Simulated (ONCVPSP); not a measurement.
# N (Z = 7): from the effect back to the setting (ONCV)

Base potential:

- Element: N
- Generator: ONCVPSP 4.0.1
- Type: optimised norm-conserving Vanderbilt (ONCV)
- Functional: LDA (Perdew-Wang 92)
- Relativity: scalar-relativistic
- Frozen core: [He]
- Valence charge: 5
- Reference configuration: 2s2 2p3
- Partial waves: 2s: rc 1.10 bohr, ncon 4, nbas 8, qcut 5 1/bohr, local; 2p: rc 1.85 bohr, ncon 4, nbas 8, qcut 7.1 1/bohr, 2 projectors, debl 3.3 Ha; d scattering state at 0.05 Ha: rc 2.00 bohr, ncon 4, nbas 7, qcut 4.1 1/bohr, 1 projector
- Local potential: the s channel
- Core correction: Teter function fitted to the true core (icmod 2), fcfact 0.45

Cutoffs, loose and tight: the cutoffs (Ha) at which the residual kinetic energy of the hardest occupied pseudo-wave falls to 1 and 0.1 mHa per electron. They do not see the model core or the augmentation charge, which bear on the density cutoff. Test errors are all-electron minus pseudo excitation energies from the reference, over the configurations 2s2 2p2; 2s2 2p1; 2s2 2p0; 2s2 2p2.5; variants that change the core or the reference have their own tests.

Only the p radius is moved:

| p radius (bohr) | cutoff, loose | cutoff, tight | bound ghosts | largest test error (meV) | median size of the test errors |
| --- | --- | --- | --- | --- | --- |
| 1.24 | 100 Ha | 142 Ha | none | +645 | 87.4 meV |
| 1.46 | 100 Ha | 142 Ha | none | +898 | 125.0 meV |
| 1.6 | 100 Ha | 142 Ha | none | +1102 | 156.9 meV |
| 1.96 | 100 Ha | 142 Ha | none | +1733 | 258.9 meV |
| 2.04 | 100 Ha | 142 Ha | none | +1880 | 283.8 meV |
| 2.2 | 100 Ha | 142 Ha | none | +2239 | 345.9 meV |
| 2.34 | 100 Ha | 142 Ha | none | +2552 | 400.3 meV |
| 2.52 | 100 Ha | 142 Ha | none | +2993 | 474.8 meV |
| 2.66 | 100 Ha | 142 Ha | none | +3374 | 548.4 meV |

Problem. One more run gave cutoff, loose: 100 Ha; cutoff, tight: 142 Ha; bound ghosts: none; largest test error (meV): +1328; median size of the test errors: 192.4 meV. Which value of the p radius was used?

Solution. 1.74 bohr. The median size of the test errors moves one way along this sweep, from 87.4 meV at 1.24 to 548.4 meV at 2.66 bohr, which places the run between 1.6 and 1.96 bohr.
